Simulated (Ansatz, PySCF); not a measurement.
C2H9BClNOSi, singlet, at a GFN2-xTB geometry. Base run: PySCF with CASSCF(6,6)/STO-3G.

The PySCF input:
```python
from pyscf import gto, scf, mcscf
import numpy

mol = gto.M(
    atom='''
B     0.01375144    0.23165397    0.10176184
Cl    0.57588015    1.74775661   -0.59707731
N    -0.43528066    0.21710103    1.42308094
C    -0.48578590    1.36081743    2.30863489
C    -0.91317264   -0.99709540    2.05343031
H    -1.51473670    1.53875222    2.63359864
H     0.13182865    1.17833616    3.19251771
H    -0.11766278    2.24359620    1.79331056
H    -0.30498934   -1.23021862    2.93181338
H    -1.95201553   -0.87271886    2.37153723
H    -0.85118387   -1.81940730    1.34626483
O     0.02970559   -0.86707644   -0.65010458
Si    0.33810240   -1.64697209   -2.03206425
H    -0.93732564   -2.29042921   -2.34509008
H     1.39499970   -2.59330279   -1.67624117
H     0.76200303   -0.73255855   -3.09042742
''',
    basis='sto-3g',
    verbose=3,
)

mf = scf.RHF(mol)
mf.kernel()
mc = mcscf.CASSCF(mf, 6, 6)
mc.fix_spin_(ss=0.0)
mc.kernel()
occ = numpy.linalg.eigvalsh(mc.fcisolver.make_rdm1(mc.ci, mc.ncas, mc.nelecas))[::-1]
ss = mc.fcisolver.spin_square(mc.ci, mc.ncas, mc.nelecas)[0]
print('natural occupations', occ.round(4), ' <S^2>', round(ss, 4))
```

Programs used: Ansatz (a first-principles code), PySCF; a row that names a program was run with it.

The base run was repeated with changes; each row names its change, and settings that it needs were set with it.

```json
[
 {"change": "base", "ΔE vs base (mEh)": "0.000", "natural occupations": "1.99 1.98 1.98 0.02 0.02 0.01", "<S^2> of the state": "0.00", "outcome": "converged"},
 {"change": "active space = 4 electrons, 5 orbitals", "ΔE vs base (mEh)": "19.000", "natural occupations": "1.98 1.98 0.02 0.02 0.00", "<S^2> of the state": "0.00", "outcome": "converged"},
 {"change": "conv_tol = 1e-5", "ΔE vs base (mEh)": "0.175", "natural occupations": "1.99 1.98 1.98 0.02 0.02 0.01", "<S^2> of the state": "0.00", "outcome": "converged"},
 {"change": "code = ansatz; correction = SC-NEVPT2, all electrons", "ΔE vs base (mEh)": "-232.4", "natural occupations": "-", "<S^2> of the state": "-", "outcome": "converged"},
 {"change": "solver = newton", "ΔE vs base (mEh)": "10.340", "natural occupations": "1.99 1.98 1.98 0.02 0.02 0.01", "<S^2> of the state": "0.00", "outcome": "converged"},
 {"change": "orbitals = fixed (CASCI)", "ΔE vs base (mEh)": "45.190", "natural occupations": "2.00 2.00 1.99 0.01 0.00 0.00", "<S^2> of the state": "0.00", "outcome": "converged"},
 {"change": "active space = 6 electrons, 5 orbitals", "ΔE vs base (mEh)": "15.812", "natural occupations": "1.99 1.98 1.98 0.03 0.02", "<S^2> of the state": "0.00", "outcome": "converged"},
 {"change": "active space = 8 electrons, 6 orbitals", "ΔE vs base (mEh)": "-", "natural occupations": "-", "<S^2> of the state": "-", "outcome": "not converged"},
 {"change": "correction = SC-NEVPT2", "ΔE vs base (mEh)": "-232.4", "natural occupations": "1.99 1.98 1.98 0.02 0.02 0.01", "<S^2> of the state": "0.00", "outcome": "converged"},
 {"change": "active space = 4 electrons, 4 orbitals", "ΔE vs base (mEh)": "19.925", "natural occupations": "1.98 1.98 0.02 0.02", "<S^2> of the state": "0.00", "outcome": "converged"},
 {"change": "active space = 10 electrons, 8 orbitals", "ΔE vs base (mEh)": "-", "natural occupations": "-", "<S^2> of the state": "-", "outcome": "not converged"}
]
```

Active orbitals are taken around the Fermi level unless the row says otherwise; CASSCF can end in different local minima, and two programs can end on different orbitals. State-averaged rows give the lowest state.
